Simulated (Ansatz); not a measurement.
C2H7BFN, SMILES `BNC(C)F`, relaxed with RKS PBE0-D4/def2-TZVP in the Gaussian-basis code of Ansatz from a PBE-D4/def2-SVP geometry. The force threshold is 0.005 eV/Å; the program also tests the step.

Charge 0, multiplicity 1.

Start:

```xyz
12

B    -0.980    0.519   -1.749
N    -0.378   -0.272   -0.762
C     0.631    0.142    0.173
C     0.358   -0.331    1.590
F     1.873   -0.373   -0.219
H    -0.669    1.692   -1.824
H    -1.801    0.011   -2.487
H    -0.616   -1.267   -0.686
H     0.702    1.249    0.115
H     1.180   -0.021    2.263
H    -0.593    0.091    1.969
H     0.292   -1.439    1.617
```

| step | energy (eV) | largest force (eV/Å) | largest move (Å) |
| --- | --- | --- | --- |
| 1 | -7067.2684 | 0.562 | 0.000 |
| 2 | -7067.3108 | 0.169 | 0.026 |
| 3 | -7067.3144 | 0.047 | 0.012 |
| 4 | -7067.3145 | 0.043 | 0.009 |
| 5 | -7067.3147 | 0.024 | 0.008 |
| 6 | -7067.3147 | 0.002 | 0.005 |

End:

```xyz
12

B    -0.969    0.513   -1.732
N    -0.373   -0.279   -0.758
C     0.619    0.142    0.171
C     0.355   -0.329    1.578
F     1.858   -0.361   -0.219
H    -0.659    1.667   -1.800
H    -1.781    0.022   -2.458
H    -0.612   -1.257   -0.680
H     0.692    1.231    0.113
H     1.166   -0.020    2.237
H    -0.582    0.091    1.946
H     0.287   -1.420    1.603
```

It took 24 s on 4 threads of a server CPU on a shared host, with 0.44 GiB of host memory at the peak.
